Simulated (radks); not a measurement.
Values are calculated unless marked as measured or tabulated.
Problem. Si+, 13 electrons, occupied as [Ne] 3s2 3p1. Level of theory: scalar-relativistic Kohn-Sham, SCAN, spin-polarised, spherical densities, finite nucleus; open shells are filled with parallel spins first; meta-GGA in the generalised Kohn-Sham scheme; Fermi nuclear charge, rms radius 3.1224 fm (a radial shooting solver on a logarithmic mesh with Libxc functionals). Some entries of the table are withheld. Estimate them.

| orbital | occ. | eigenvalue (hartree) | r(max) (bohr) |
|---|---|---|---|
| 1s up | 1 | -66.40516 | 0.07264 |
| 1s down | 1 | -66.40012 | 0.07263 |
| 2s up | 1 | -5.62740 | 0.4534 |
| 2s down | 1 | -5.62421 | 0.4536 |
| 2p up | 3 | -3.94397 | 0.3883 |
| 2p down | 3 | -3.93789 | 0.3886 |
| 3s up | 1 | (1) | (2) |
| 3s down | 1 | (3) | (4) |
| 3p up | 1 | -0.44780 | 2.025 |

Solution. 
(1) 3s up eigenvalue (hartree): -0.73617
(2) 3s up r(max) (bohr): 1.763
(3) 3s down eigenvalue (hartree): -0.68107
(4) 3s down r(max) (bohr): 1.740
